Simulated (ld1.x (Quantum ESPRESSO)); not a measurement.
**As: variants of one TM semilocal potential**

Base potential:

| Property | Result |
| --- | --- |
| Element | As (Z = 33) |
| Generator | ld1.x (Quantum ESPRESSO) 7.5 |
| Type | norm-conserving Troullier–Martins (semilocal form) |
| Functional | LDA (PZ) |
| Relativity | scalar-relativistic |
| Frozen core | [Ar] 3d10 |
| Valence charge | 5 |
| Reference configuration | 4s2 4p3 |
| Partial waves | 4s (bound): rc 1.30 bohr; 4d channel at 0.25 Ry: rc 1.80 bohr; 4p (bound): rc 2.15 bohr |
| Local potential | the p channel |
| Core correction | a·sin(br)/r model core inside 0.60 bohr |

Cutoffs, loose and tight: the cutoffs (Ry, on a coarse ladder) from which the occupation-weighted sum of valence levels, in a spherical-Bessel basis at the reference potential, stays within 10 and 1 mRy of its value at 400 Ry. They do not see the model core or the augmentation charge, which bear on the density cutoff. Test errors are all-electron minus pseudo excitation energies from the reference, over the configurations 4s2 4p2; 4s2 4p1; 4s2 4p0; 4s1 4p4; 4s2 4p3.3; 4s1 4p3; 4s0 4p5 (two spin-polarised tests are not counted in the largest error). A dash means not determined; rows that change the core or the reference have their own tests.

A true bound ghost makes a file unfit for plane-wave use even where its test errors are small: the radial tests pick states by their node count and pass the ghost by.

In the semilocal form every listed channel keeps its own potential, so the choice of the local channel does not act on these tests. It acts once the file is put into the separable form.

A semilocal file is local in each channel, so a ghost entry of none says nothing of the separable form that plane-wave codes build from it.

| change | outcome | cutoff, loose | cutoff, tight | bound ghosts | largest test error (meV) |
| --- | --- | --- | --- | --- | --- |
| base | generated | 45 Ry | 100 Ry | none | -88 |
| functional PBE | generated | 45 Ry | 100 Ry | none | -92 |
| core correction a·sin(br)/r model core inside 0.64 bohr | generated | 45 Ry | 100 Ry | none | -88 |
| local potential the s channel | generated | 45 Ry | 100 Ry | none | -88 |
| all radii but the core radius scaled by about 1.17 (s 1.52, p 2.52, d 2.10 bohr) | generated | 35 Ry | 50 Ry | none | -145 |

(1) What comes out with this change to the base: wave 4d channel at 0.25 Ry: rc 1.80 bohr becomes 4d channel at 0.25 Ry: rc 1.24 bohr?

(2) What comes out with this change to the base: form changed from semilocal to separable (Kleinman–Bylander), still TM; local potential all-electron potential smoothed inside 1.70 bohr (lloc = -1)?

(3) What comes out with this change to the base: wave 4s (bound): rc 1.30 bohr becomes 4s (bound): rc 1.00 bohr?

Answers

(1) outcome: generated; cutoff, loose: 45 Ry; cutoff, tight: 100 Ry; bound ghosts: d; largest test error (meV): -88.

(2) outcome: generated; cutoff, loose: 45 Ry; cutoff, tight: 100 Ry; bound ghosts: none; largest test error (meV): -73.

(3) outcome: generated; cutoff, loose: 230 Ry; cutoff, tight: over 300 Ry; bound ghosts: s; largest test error (meV): -168.
